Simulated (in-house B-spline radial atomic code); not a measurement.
Configurations of the scandium ion Sc²⁺, with energies counted from [Ar] 3d1. Level of theory: scalar-relativistic (X2C) BHandHLYP, spin-polarised, spherical fractional occupations, exact exchange averaged over the configuration, Fermi nucleus of rms radius 3.5459 fm; calculated with an all-electron radial atomic-structure program (B-spline basis). Shells without spins written out take the highest spin.

Occupations are held fixed; configurations that lie above the ionisation limit could autoionise.

```tsv
configuration	E - E(ref) (eV)	highest orbital	its <r> (bohr)
[Ar] 4s1	3.1967	4s up	2.949
[Ar] 4f1	17.073	4f up	5.752
[Ne] 3s2 3p5 3d2	29.513	3d up	1.475
[Ne] 3s2 3p5 3d1 4s1	34.163	4s up	2.904
```

Problem. Order these further configurations by energy, lowest first.
A. [Ne] 3s2 3p5 3d1 4f1
B. [Ar] 4p1
C. [Ne] 3s2 3p5 3d1 4p1
D. [Ar] 4d1

Solution. B (7.7285 eV), D (13.877 eV), C (38.8 eV), A (48.381 eV).
